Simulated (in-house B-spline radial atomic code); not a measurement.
Values are calculated unless marked as measured or tabulated.
## Building a PAW s channel for Li, r_c = 2.87 bohr

Li, [He] 2s1, non-relativistic PBE, spherical and spin-unpolarised, from an all-electron radial atomic-structure program (B-spline basis) (atomic units; all potentials screened as in the neutral atom).

Two all-electron partial waves φ1, φ2 are integrated outwards at E1 = ε(2s) = -0.105617 and E2 = E1 + 1 hartree; φ1 is the bound orbital and φ2 has unit norm inside r_c = 2.8741 bohr. Smooth partners are polynomials, r^1(a0 + a1 r² + a2 r⁴ + a3 r⁶), matched to φ and three derivatives at r_c, with no condition on the norm. The local potential is -0.713048 + (0.117266) r² + (-0.0105797) r⁴ + (0.00036774) r⁶ inside 2.4341 bohr and the all-electron one outside.

| wave | φ(r_c) | φ'(r_c) | a0 | a1 | a2 | a3 |
| --- | --- | --- | --- | --- | --- | --- |
| 1 | 0.514677 | 0.03720011 | 0.2177134 | 0.002770121 | -0.001329831 | 5.18403e-05 |
| 2 | 0.4608967 | 1.346915 | -1.49487 | 0.3574504 | -0.02246507 | 0.0004177268 |

Inside r_c the overlaps are <φi φj> = [[0.29438, -0.33804], [-0.33804, 1.00000]] and, for the smooth waves, [[0.32511, -0.51948], [-0.51948, 1.98647]]. With χj = (Ej − T − V_local) applied to smooth wave j, the program's quadrature gives the matrix B_ij = <smooth i, χj> as [[0.04971, -0.35505], [-0.17361, 1.33661]].

Check the match of the first wave, and find the augmentation charges q_ij.

At r_c the four terms are 0.62573, 0.06577, -0.26080, 0.08398, which sum to 0.5147, φ1(r_c) to rounding. q_ij is the all-electron overlap less the smooth one: [[-0.03073, 0.18144], [0.18144, -0.98647]]. The smooth first wave has a norm of 0.3251 inside r_c against 0.2944, so q11 is negative and must stay small enough for the overlap operator to be positive.

B isn't symmetric. Show that D_ij = B_ij + Ej q_ij is.

Integrating by parts gives B12 − B21 = (E1 − E2) q12: -0.35505 − (-0.17361) = -0.18144, and −1 × (0.18144) = -0.18144. So D12 = -0.35505 + (0.894383)(0.18144) = -0.19277 and D21 = -0.17361 + (-0.105617)(0.18144) = -0.19277; D11 = 0.05295, D22 = 0.45433. The projectors, p = (B⁻¹)ᵀ χ, are dual to the smooth waves; det B = 0.0048.

Solving (T + V_local + Σ p D p) ψ = E (1 + Σ p q p) ψ in a sphere of 9 bohr, whose wall lifts the free-atom level a little, gives these levels:

| all-electron | one projector | two projectors |
| --- | --- | --- |
| -0.101944 | -0.101944 | -0.101944 |
| 0.126587 | 0.124998 | 0.126545 |
| 0.467996 | 0.449478 | 0.467862 |
| 0.949496 | 0.859550 | 0.949486 |
| 1.564690 | 1.343790 | 1.560130 |

What does the second projector gain?

With one projector the errors are 0.00, -1.59, -18.52, -89.95 millihartree, and the level at 1.3438 is out of step with the all-electron series: an extra state, or one far too low, so the pairing ends there. With two the errors are 0.00, -0.04, -0.13, -0.01, -4.56 millihartree. The scattering is exact at E1 and at E2 = 0.894, and over all levels compared the largest error is 4.6 millihartree. The lowest eigenvalue of the overlap operator is 0.8082 with one and 0.2906 with two projectors. The smooth orbital alone needs a cutoff of 0.98 hartree for 1 millihartree of kinetic energy, against 2 for a norm-conserving Troullier-Martins orbital of the same radius; part of the gain comes from giving up the norm, part from the simpler form.
